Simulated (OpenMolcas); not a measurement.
C3+: effect of the IPEA shift

```json
{"Program": "OpenMolcas 26.06", "Basis": "ANO-RCC-VTZP [4s3p2d1f]", "Scalar Hamiltonian": "DKH2, point nucleus", "Active space": "1 electron in 4 orbitals (2s 2p)", "State averaging": "2S+1 = 2 even, 1 root; 2S+1 = 2 odd, 3 roots", "Spin-orbit coupling": "RASSI with atomic mean-field integrals over the reference wave functions, term energies averaged over their components"}
```

Methods on the same reference wave functions:
A. CASSCF
B. SS-CASPT2, IPEA 0 Eh, imaginary shift 0.1 Eh (closed shells correlated: 1s)
C. SS-CASPT2, IPEA 0.25 Eh, imaginary shift 0.1 Eh (closed shells correlated: 1s)

Energies in cm⁻¹ above 2s ²S_1/2, the measured ground level; measured values from Moore, Selected Tables of Atomic Spectra, NSRDS-NBS 3, section 3.

```json
{"Level": "2s ²S_1/2", "A": "0.0", "B": "0.0", "C": "0.0", "Measured": "0.0"}
{"Level": "2p ²P°_1/2", "A": "65070", "B": "64752", "C": "64754", "Measured": "64484"}
{"Level": "2p ²P°_3/2", "A": "65171", "B": "64853", "C": "64856", "Measured": "64592"}
```

Deviations, from unrounded energies. A percentage is the sum of absolute deviations over the sum of measured energies, with the sign that they share, or ± where signs differ.

| Against measurement | Levels | A | B | C |
| --- | --- | --- | --- | --- |
| mean absolute deviation (cm-1) | 2 | 580 | 260 | 270 |
| other configurations (%) | 2 | +0.9 | +0.4 | +0.4 |

B, C lie about equally close to measurement and A furthest from it. The largest miss of B in the table is 2p ²P°_1/2, by +270 cm-1. The ranking rests on the paired levels alone, and a cruder setting can come out closer through cancelling errors.

Between B and C no level of the table moves by more than 5 cm-1.

The lowest spin-free term lies below A's lowest term by 0.005 hartree in B, 0.005 hartree in C.

With one active electron the reference holds no correlation, so core polarisation is missing (holds for A). With one active electron, CASPT2 adds the correlation within the correlated inactive shells and between them and that electron, and leaves the splitting within a term as the reference gives it (holds for B; C). Measured partners are found by configuration, term and J. A level has none where our copy of the source lacks it or the pairing is in doubt (some pairs that miss far off the trend of their configuration count as doubtful), and it then counts in no deviation. Only configurations of the active space appear.

° marks odd parity.
